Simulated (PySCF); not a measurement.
GeHClBr2, SMILES [Cl][GeH]([Br])[Br].

Geometry: B3LYP-D3(BJ)/def2-SVP.

Two levels are set side by side: TDDFT-PBE/def2-SVPD (PySCF) and TDDFT-M06-2X/def2-SVPD (PySCF). Vertical, same geometry. The lowest singlet is HOMO→LUMO 97 % with PBE and HOMO→LUMO 90 % with the other functional; states are paired by order. Differences are taken from unrounded values.

```json
[
 {"quantity": "lowest singlet excitation (eV)", "TDDFT-M06-2X": "5.71", "TDDFT-PBE": "4.48", "TDDFT-PBE minus TDDFT-M06-2X": "-1.23"},
 {"quantity": "lowest triplet excitation (TDA) (eV)", "TDDFT-M06-2X": "5.34", "TDDFT-PBE": "4.17", "TDDFT-PBE minus TDDFT-M06-2X": "-1.17"}
]
```

Functionals without exact exchange tend to place singlet excitations lower, as here. Differences between two approximate levels are no errors against the true value.

Rough cost on one machine, each run with all the roots and properties that it gave: TDDFT-M06-2X against TDDFT-PBE about 20 times.
